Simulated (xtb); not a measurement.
C₃H₁₁AlN (SMILES C[N](C)(C)->[AlH2]), doublet, geometry from GFN2-xTB (such geometries of metal compounds can be far from the true shape) (the spin is typed, not shown lowest); GFN2-xTB with ALPB(water) run with xtb.

Here is a job for xtb.
```
$ xtb mol.xyz --gfn 2 --chrg 0 --uhf 1 --alpb water --json

# file mol.xyz
16

Al     0.10482869     0.61079652     1.65588882
H     -0.66307728     1.93544918     1.17688743
H      1.67900351     0.82927437     1.43664548
C     -1.44563323    -0.39736087    -0.63863545
N     -0.04195591    -0.16981388    -0.34485823
C      0.70560264    -1.41339880    -0.40004384
C      0.51592803     0.79176317    -1.28010144
H     -1.59571942    -0.77314725    -1.65675047
H     -1.98508783     0.54126842    -0.51592198
H     -1.85067814    -1.11798002     0.07277089
H      1.73517028    -1.21582545    -0.10331153
H      0.69396685    -1.85457590    -1.40280345
H      0.27755570    -2.12315399     0.30881137
H      0.46116805     0.43309790    -2.31373322
H     -0.03080461     1.72822078    -1.18911522
H      1.55403664     0.97969346    -1.01334191
```

What the program printed (banner, timings and long lists left out):

```
   ID    Z sym.   atoms
    1   13 Al     1
    2    1 H      2, 3, 8-16
    3    6 C      4, 6, 7
    4    7 N      5

           -------------------------------------------------
          |                Calculation Setup                |
           -------------------------------------------------

           -------------------------------------------------
          |                 G F N 2 - x T B                 |
           -------------------------------------------------

      * Solvation model:               ALPB
        Solvent                        water
        Parameter file                 internal GFN2-xTB/ALPB
        Dielectric constant                8.0200E+01
        Reference state                gsolv [1 M gas/solution]
        Free energy shift                  1.0808E-03 Eh       6.7819E-01 kcal/mol
        Temperature                        2.9815E+02 K
        Density                            1.0000E+00 kg/L
        Solvent mass                       1.8000E+01 g/mol
        Interaction kernel             P16
        Born radius scaling (c1)           1.4744E+00
        Born radii integrator          GBOBC
        Born offset                        0.0000E+00 a0       0.0000E+00 AA
        H-bond correction              true
        Ion screening                  false
        Surface tension                    1.0000E-05 Eh       1.5569E+01 dyn/cm
        Grid points                               230 per atom

          ...................................................
          :                      SETUP                      :
          :.................................................:
          :  # basis functions                  37          :
          :  # atomic orbitals                  36          :
          :  # shells                           22          :
          :  # electrons                        31          :
          :  max. iterations                   250          :
          :  Hamiltonian                  GFN2-xTB          :
          :  restarted?                      false          :
          :  GBSA solvation                   true          :
          :  PC potential                    false          :
          :  electronic temp.          300.0000000     K    :
          :  accuracy                    1.0000000          :
          :  -> integral cutoff          0.2500000E+02      :
          :  -> integral neglect         0.1000000E-07      :
          :  -> SCF convergence          0.1000000E-05 Eh   :
          :  -> wf. convergence          0.1000000E-03 e    :
          :  Broyden damping             0.4000000          :
          :  net charge                          0          :
          :  unpaired electrons                  1          :
          ...................................................

 iter      E             dE          RMSdq      gap      omega  full diag
   1    -16.0526669 -0.160527E+02  0.589E+00    1.84       0.0  T
   2    -16.1477137 -0.950468E-01  0.611E+00    2.17       1.0  T
   3    -16.1632632 -0.155494E-01  0.491E+00    2.31       1.0  T
   4    -16.1630456  0.217576E-03  0.291E+00    2.39       1.0  T
   5    -16.1687441 -0.569852E-02  0.325E-01    2.64       1.0  T
   6    -16.1688657 -0.121545E-03  0.197E-01    2.61       1.0  T
   7    -16.1688741 -0.845600E-05  0.793E-02    2.62       1.0  T
   8    -16.1688765 -0.241220E-05  0.156E-02    2.62       1.6  T
   9    -16.1688767 -0.189481E-06  0.939E-03    2.62       2.7  T
  10    -16.1688767 -0.143222E-07  0.257E-03    2.62       9.7  T
  11    -16.1688767 -0.171179E-08  0.656E-04    2.62      38.1  T
  12    -16.1688767 -0.404050E-09  0.169E-04    2.62     148.0  T

   *** convergence criteria satisfied after 12 iterations ***

         :::::::::::::::::::::::::::::::::::::::::::::::::::::
         ::                     SUMMARY                     ::
         :::::::::::::::::::::::::::::::::::::::::::::::::::::
[...]
         :: total energy             -15.975318689519 Eh    ::
[...]
        25                          0.1220120               3.3201
        26                          0.1248154               3.3964
        27                          0.2053521               5.5879
       ...                                ...                  ...
        36                          0.9275769              25.2407
      -------------------------------------------------------------
                  HL-Gap            0.0961950 Eh            2.6176 eV
             Fermi-level           -0.2693002 Eh           -7.3280 eV

     #   Z          covCN         q      C6AA      α(0)
     1  13 Al       2.513     0.260    97.909    20.321
     2   1 H        0.865    -0.302    23.019     7.514
     3   1 H        0.865    -0.302    23.008     7.513
     4   6 C        3.746    -0.059    21.707     6.646
     5   7 N        3.431    -0.072    22.632     7.066
     6   6 C        3.746    -0.059    21.707     6.646
     7   6 C        3.744    -0.056    21.661     6.639
     8   1 H        0.924     0.064     2.155     2.296
     9   1 H        0.925     0.069     2.096     2.264
    10   1 H        0.924     0.065     2.143     2.289
    11   1 H        0.925     0.069     2.097     2.264
    12   1 H        0.924     0.064     2.156     2.296
    13   1 H        0.924     0.065     2.143     2.289
    14   1 H        0.924     0.059     2.209     2.324
    15   1 H        0.925     0.068     2.106     2.269
    16   1 H        0.925     0.068     2.106     2.269

 Mol. C6AA /au·bohr⁶  :       2587.719024
 Mol. C8AA /au·bohr⁸  :      72660.011842
 Mol. α(0) /au        :         82.907359

Wiberg/Mayer (AO) data.
largest (>0.10) Wiberg bond orders for each atom

 ---------------------------------------------------------------------------
     #   Z sym  total        # sym  WBO       # sym  WBO       # sym  WBO
 ---------------------------------------------------------------------------
     1  13 Al   2.339 --     3 H    0.859     2 H    0.859     5 N    0.476
     2   1 H    0.904 --     1 Al   0.859
     3   1 H    0.904 --     1 Al   0.859
     4   6 C    3.969 --     5 N    0.999     8 H    0.972    10 H    0.972
                             9 H    0.971
     5   7 N    3.512 --     6 C    0.999     4 C    0.999     7 C    0.997
                             1 Al   0.476
     6   6 C    3.969 --     5 N    0.999    12 H    0.972    13 H    0.972
                            11 H    0.971
     7   6 C    3.968 --     5 N    0.997    14 H    0.973    15 H    0.972
                            16 H    0.972
     8   1 H    0.996 --     4 C    0.972
     9   1 H    0.995 --     4 C    0.971
    10   1 H    0.996 --     4 C    0.972
    11   1 H    0.995 --     6 C    0.971
    12   1 H    0.996 --     6 C    0.972
    13   1 H    0.996 --     6 C    0.972
    14   1 H    0.996 --     7 C    0.973
    15   1 H    0.995 --     7 C    0.972
    16   1 H    0.995 --     7 C    0.972
 ---------------------------------------------------------------------------

Topologies differ in total number of bonds
Writing topology from bond orders to xtbtopo.mol

molecular dipole:
                 x           y           z       tot (Debye)
 q only:       -0.581      -1.541      -1.324
   full:       -0.544      -1.499      -1.475       5.522
molecular quadrupole (traceless):
                xx          xy          yy          xz          yz          zz
 q only:       -0.206      -0.161      -1.821      -2.438      -4.594       2.027
  q+dip:       -0.269      -0.190      -1.765      -2.165      -4.010       2.034
   full:       -1.210       0.140      -1.728      -1.630      -2.420       2.938

           -------------------------------------------------
          | TOTAL ENERGY              -15.975318689519 Eh   |
          | GRADIENT NORM               0.014585404098 Eh/α |
          | HOMO-LUMO GAP               2.617599304327 eV   |
           -------------------------------------------------

normal termination of xtb
```
